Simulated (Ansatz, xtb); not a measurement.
# Ranking isomers of BrH2INOSi+

4 gas-phase structures of BrH2INOSi+, found in a search over its isomers (lower ones may exist). Each was relaxed with GFN2-xTB:

A. `O/[NH+]=[Si](/Br)I`, a singlet
B. `Br[Si@@]1(I)[NH2+]O1`, a singlet
C. `NO[Si+](Br)I`, a singlet
D. `O/[NH+]=[Si](\Br)I`, a singlet

**Question.** Make a reasoned guess at their ranking by r2SCAN-D4/def2-SVP single-point energy.

**Answer.** Calculated order at r2SCAN-D4/def2-SVP: B (0.0), C (58.6), A (61.2), D (62.5) kJ/mol. Less than 1 kcal/mol parts C and A; A and D, so the order within those pairs means little.

Energies above the lowest of each column, in kJ/mol; the last columns are at B3LYP-D3(BJ)/def2-SVP geometries (a dash: not run or not comparable):

```json
{"structure": "B", "GFN2-xTB": "26.0", "HF/STO-3G": "0.0", "r2SCAN-D4/def2-SVP": "0.0", "B3LYP-D3(BJ)/def2-SVP": "0.0", "CCSD(T)/def2-SVP + ΔMP2/def2-TZVPP": "0.0"}
{"structure": "C", "GFN2-xTB": "0.0", "HF/STO-3G": "73.2", "r2SCAN-D4/def2-SVP": "58.6", "B3LYP-D3(BJ)/def2-SVP": "42.8", "CCSD(T)/def2-SVP + ΔMP2/def2-TZVPP": "57.5"}
{"structure": "A", "GFN2-xTB": "42.8", "HF/STO-3G": "60.8", "r2SCAN-D4/def2-SVP": "61.2", "B3LYP-D3(BJ)/def2-SVP": "57.5", "CCSD(T)/def2-SVP + ΔMP2/def2-TZVPP": "85.4"}
{"structure": "D", "GFN2-xTB": "44.4", "HF/STO-3G": "63.1", "r2SCAN-D4/def2-SVP": "62.5", "B3LYP-D3(BJ)/def2-SVP": "58.9", "CCSD(T)/def2-SVP + ΔMP2/def2-TZVPP": "–"}
```

CCSD(T)/def2-SVP + ΔMP2/def2-TZVPP puts B lowest of those it was run on; GFN2-xTB picks C. Flexible structures stand in one conformer each, not always the lowest. Frequencies (B3LYP-D3(BJ)/def2-SVP) were run for A, B, C alone. The ΔMP2 step shifts differences by up to 18.0 kJ/mol, which makes them less sure. Atoms past krypton carry core potentials in the def2 sets, without spin–orbit terms. ΔMP2 is the change of the MP2 energy from the smaller to the larger basis.

Over these structures GFN2-xTB departs from r2SCAN-D4/def2-SVP by 21.6 kJ/mol on average once a common shift is removed. A GFN2-xTB relaxation took about 0.21 s and the r2SCAN-D4/def2-SVP energy about 3.5 s on a shared host (Ansatz 0.2.0, xtb 6.7.1).
